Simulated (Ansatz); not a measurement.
GaAs₂. The state is a doublet with charge 0. Geometry r2SCAN-D4/def2-TZVP; atoms count from 1.

```xyz
3

Ga    1.141   -0.501   -0.608
As   -1.009   -0.839    0.382
As   -0.132    1.340    0.227
```

Another isomer (doublet) lies 0.56 eV lower at PBE0-D4/def2-TZVP; other spin states weren't run for this one.

(1) Estimate the Mulliken populations from the PBE0/def2-TZVP orbitals of Ansatz.

(2) Where does the spin sit?

(3) And the Mayer bond orders between bonded heavy atoms (over 0.3)?

## Answers

(1) 
```
atom  charge (e)  spin (α − β)
 Ga1        0.21          0.59
 As2       -0.10          0.20
 As3       -0.10          0.21
```
Mulliken values and Mayer orders depend strongly on the basis.

(2) Summed by element: Ga 0.59, As 0.41, of 1 unpaired in all. Largest on single atoms: Ga1 0.59, As3 0.21, As2 0.20.

(3) Ga1–As2 1.12 (2.39 Å); Ga1–As3 1.12 (2.39 Å); As2–As3 1.77 (2.35 Å).
